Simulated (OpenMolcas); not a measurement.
# Au5+: moving or changing the point charges

Au5+ among 6 point charges of -1.7 e arranged as a tetragonal octahedron (D4h), 1.94 Å from the ion, with the axial distance 1.862 Å.

- Program: OpenMolcas
- Method: CASSCF
- Basis: ANO-RCC-VDZP [7s6p4d2f]
- Scalar Hamiltonian: DKH2, point nucleus
- Active space: 6 electrons in 5 orbitals (5d)
- State averaging: 2S+1 = 5 even, 5 roots; 2S+1 = 3 even, 45 roots; 2S+1 = 1 even, 50 roots
- Spin-orbit coupling: RASSI with atomic mean-field integrals over the reference wave functions

Runs around this geometry, states (labels of D4, the rotations of D4h). Energies in cm-1 above the lowest state or level, χT in cm3 K/mol.

| R (Å) | q (e) | Axial / equatorial distance | Ground state | First state of that spin | First gap with spin-orbit (degeneracies) | χT at 300 K | First state of another spin |
| --- | --- | --- | --- | --- | --- | --- | --- |
| 1.94 | -1.36 | 0.96 | 5B2 | 5E 956.8 | 218.9 (1, 1) | 4.180 | 3A2 17665 |
| 1.75 | -1.7 | 0.96 | 5B2 | 5E 1500 | 913.9 (1, 1) | 1.553 | 3A2 12565 |
| 1.94 | -1.7 | 0.96 | 5B2 | 5E 1198 | 326.6 (1, 1) | 3.577 | 3A2 16578 |
| 2.06 | -1.7 | 0.96 | 5B2 | 5E 1041 | 192.6 (1, 1) | 4.257 | 3A2 18058 |
| 1.94 | -1.7 | 1.04 | 5E | 5B2 1051 | 68.4 (1, 1) | 4.203 | 3E 16972 |

Taking the first state of the same spin as R^-n, n = -ln(1041 / 1500) / ln(2.06 / 1.75) = 2.2 between the shortest and longest distance.

Scaling the charges by -1.36 / -1.7 = 0.80 scales the first state of the same spin by 956.8 / 1198 = 0.80; with fixed orbitals a first-order splitting would follow the charge.

The ground state changes within this set.

Without dynamic correlation the repulsion within the d shell is too large (B by tens of per cent), so at a given field states of lower spin stand too high. Point charges give a weaker field than real ligands, and real ions of this kind are as a rule low spin; the high spin found here belongs to the model. Spin-orbit coupling mixes the spin-free states strongly: the lowest level takes only 52 % from its leading state, 5B2 (figures for R = 1.94, q = -1.36, ratio = 0.96; the like holds for R = 1.75, q = -1.7, ratio = 0.96, R = 1.94, q = -1.7, ratio = 0.96, R = 2.06, q = -1.7, ratio = 0.96, R = 1.94, q = -1.7, ratio = 1.04). This shell can be high or low spin here, a state of another spin lies low, and with metal d orbitals alone active their balance is uncertain, so the ground spin may be wrong (holds for R = 1.75, q = -1.7, ratio = 0.96). An orbital doublet at a regular site is open to a Jahn-Teller distortion, which this geometry leaves out (holds for R = 1.94, q = -1.7, ratio = 1.04). Point charges carry no covalency, so the field is a model and not that of real ligands. No measured value stands beside these numbers.
